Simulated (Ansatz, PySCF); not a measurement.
Process, species as SMILES: [CH2]O -> C[O]
Structures are relaxed separately at B3LYP-D3(BJ)/def2-TZVP in Ansatz (an electronic-structure program), one conformer each, not searched for the lowest.

Quantity: isomerisation energy (0 K, with B3LYP-D3(BJ) harmonic zero-point energies from PySCF), in eV. Cores are frozen in the correlated levels unless marked. UHF or UKS for open shells. Spin-orbit coupling is left out. No relativistic terms. CBS marks a two-point X^-3 extrapolation of the correlation energy; Hartree-Fock from the larger set. [CCSD(T)-MP2]/basis is that difference in the basis named.

RI-MP2/CBS(aug-cc-pVTZ,aug-cc-pVQZ)+[CCSD(T)-MP2]/aug-cc-pVTZ (Ansatz) gives 0.39 eV.

Q: Another calculation gave 0.49 eV. Which level was it?
A) PBE-QIDH/def2-TZVPD (Ansatz)
B) HF/def2-TZVPD (PySCF)
C) BHLYP/def2-TZVPD (Ansatz)
D) SVWN5/def2-TZVPD (Ansatz)

A: D, SVWN5/def2-TZVPD (Ansatz). The others give 0.34 (PBE-QIDH), 0.16 (BHLYP), -0.12 (HF) eV.
